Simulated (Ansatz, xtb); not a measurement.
## Ranking isomers of C2H6N2OSi2

3 gas-phase structures of C2H6N2OSi2, from a drawn sample of its isomers (lower ones may exist). Each was relaxed with GFN2-xTB; where two conformers were screened, the lower at r2SCAN-D4/def2-SVP is listed:

A. `N#C/C=N\[SiH2]O[SiH3]`, a singlet
B. `N#C/C=N/[SiH2]O[SiH3]`, a singlet
C. `C=N[Si@H](C#N)O[SiH3]`, a singlet

Question: Which do you expect lowest at r2SCAN-D4/def2-SVP, and how would the others follow?

Answer: Calculated order at r2SCAN-D4/def2-SVP: C (0.0), A (38.6), B (44.5) kJ/mol.

Energies above the lowest of each column, in kJ/mol; the last columns are at B3LYP/def2-SVP geometries:

```json
{"structure": "C", "GFN2-xTB": "50.6", "HF/STO-3G": "0.0", "r2SCAN-D4/def2-SVP": "0.0", "B3LYP/def2-SVP": "0.0", "CCSD(T)/def2-SVP + ΔMP2/def2-TZVPP": "0.0"}
{"structure": "A", "GFN2-xTB": "0.0", "HF/STO-3G": "71.9", "r2SCAN-D4/def2-SVP": "38.6", "B3LYP/def2-SVP": "43.7", "CCSD(T)/def2-SVP + ΔMP2/def2-TZVPP": "59.2"}
{"structure": "B", "GFN2-xTB": "2.1", "HF/STO-3G": "64.1", "r2SCAN-D4/def2-SVP": "44.5", "B3LYP/def2-SVP": "40.6", "CCSD(T)/def2-SVP + ΔMP2/def2-TZVPP": "57.9"}
```

CCSD(T)/def2-SVP + ΔMP2/def2-TZVPP puts C lowest; GFN2-xTB picks A. CCSD(T)/def2-SVP + ΔMP2/def2-TZVPP orders those it was run on as C (0.0), B (57.9), A (59.2) kJ/mol. Less than 1 kcal/mol parts B and A, so the order within that pair means little. Flexible structures stand in one conformer each, not always the lowest. The ΔMP2 step shifts differences by up to 13.9 kJ/mol, which makes them less sure. ΔMP2 is the change of the MP2 energy from the smaller to the larger basis.

Programs: Ansatz 0.2.0, xtb 6.7.1.
